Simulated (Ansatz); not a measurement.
`C#C[NH][SnH3]` + HBr → `[Br][SnH3]` + `C#CN` at 500 K and 1 bar (ligand exchange at the Sn–N bond).

Isolated molecules relaxed with PBE0-D4/def2-TZVP in Ansatz; ΔE leaves out vibrations. CCSD(T)/CBS adds triple-zeta CCSD(T) − MP2 to the extrapolated MP2 energy (def2 sets, frozen cores). This one scheme is used for every species. def2 core potentials past Kr. For Br, Sn outer-core shells are correlated without core-valence functions, which leaves a few kJ/mol of doubt a bond. Scalar relativity is left out up to krypton. One conformer a species, not always the lowest.

```json
{"species": "`C#C[NH][SnH3]`", "CCSD(T)/CBS energy (Eh)": "-347.74191", "H − E (kJ/mol)": "187.2", "S (J/(mol·K))": "406.0"}
{"species": "HBr", "CCSD(T)/CBS energy (Eh)": "-2573.91920", "H − E (kJ/mol)": "30.5", "S (J/(mol·K))": "213.7"}
{"species": "`[Br][SnH3]`", "CCSD(T)/CBS energy (Eh)": "-2789.16986", "H − E (kJ/mol)": "82.6", "S (J/(mol·K))": "323.4"}
{"species": "`C#CN`", "CCSD(T)/CBS energy (Eh)": "-132.52893", "H − E (kJ/mol)": "143.8", "S (J/(mol·K))": "289.2"}
```

H − E and S are ideal-gas, rigid-rotor, harmonic terms from PBE0-D4/def2-TZVP, for one conformer and one mirror image of each species. 1 Eh = 2625.50 kJ/mol, R = 8.31446 J/(mol·K).

**Question.** By hand: ΔE, ΔH, ΔS and ΔG.

**Answer.** ΔE = (-2789.16986) + (-132.52893) − (-347.74191) − (-2573.91920) = -0.03768 Eh = -98.9 kJ/mol. Δ(H − E) = 82.6 + 143.8 − 187.2 − 30.5 = 8.7, so ΔH = -90.2 kJ/mol. ΔS = 323.4 + 289.2 − 406.0 − 213.7 = -7.1 J/(mol·K). ΔG = -90.2 − 500 × (-7.1)/1000 = -86.7 kJ/mol.

**Question.** By hand: the equilibrium constant, and the temperature at which ΔG would vanish if ΔH and ΔS stayed fixed.

**Answer.** log₁₀ K = −ΔG/(RT ln 10) = 9.1. ΔG = 0 at ΔH/ΔS = 12704 K, far beyond where these terms or the molecules hold.

The number of gas molecules stays the same, so ΔS is small and ΔH decides. A doubt of 5 kJ/mol in ΔE shifts log₁₀ K by 0.5 here. Other conformers and mirror images would add mixing entropy, several J/(mol·K) or more a flexible species. These are equilibria of isolated gas molecules and say nothing of rates. Largest T1 diagnostic: 0.014 (customary marks: 0.02 for closed shells, 0.045 for open ones).
